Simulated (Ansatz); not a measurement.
`[BH2][Al]([CH3])[NH2]` + CH₄ → `[BH2][Al]([CH3])[CH3]` + NH₃ at 700 K and 1 bar (formal exchange of groups at the Al–N bond).

Calculated with Ansatz (gas phase, PBE0-D4/def2-TZVP geometries, no zero-point term in ΔE). CCSD(T)/CBS adds triple-zeta CCSD(T) − MP2 to the extrapolated MP2 energy (def2 sets, frozen cores). This one scheme is used for every species. One conformer a species, not always the lowest.

```tsv
species	CCSD(T)/CBS energy (Eh)	H − E (kJ/mol)	S (J/(mol·K))
`[BH2][Al]([CH3])[NH2]`	-363.78148	295.3	482.6
CH₄	-40.46206	145.9	224.0
`[BH2][Al]([CH3])[CH3]`	-347.69506	324.0	506.9
NH₃	-56.50880	116.9	226.5
```

H − E and S are ideal-gas, rigid-rotor, harmonic terms from PBE0-D4/def2-TZVP, for one conformer and one mirror image of each species. 1 Eh = 2625.50 kJ/mol, R = 8.31446 J/(mol·K).

Problem. By hand: ΔE, ΔH, ΔS and ΔG.

Solution. ΔE = (-347.69506) + (-56.50880) − (-363.78148) − (-40.46206) = 0.03968 Eh = 104.2 kJ/mol. Δ(H − E) = 324.0 + 116.9 − 295.3 − 145.9 = -0.3, so ΔH = 103.9 kJ/mol. ΔS = 506.9 + 226.5 − 482.6 − 224.0 = 26.8 J/(mol·K). ΔG = 103.9 − 700 × (26.8)/1000 = 85.1 kJ/mol.

Problem. By hand: the equilibrium constant, and the temperature at which ΔG would vanish if ΔH and ΔS stayed fixed.

Solution. log₁₀ K = −ΔG/(RT ln 10) = -6.4. ΔG = 0 at ΔH/ΔS = 3877 K, far beyond where these terms or the molecules hold.

ΔH outweighs TΔS. A doubt of 5 kJ/mol in ΔE shifts log₁₀ K by 0.4 here. Other conformers and mirror images would add mixing entropy, several J/(mol·K) or more a flexible species. Modes under 60 cm⁻¹, often nearly free rotors, make the harmonic entropy too high. These are equilibria of isolated gas molecules and say nothing of rates. Largest T1 diagnostic: 0.010 (customary marks: 0.02 for closed shells, 0.045 for open ones).
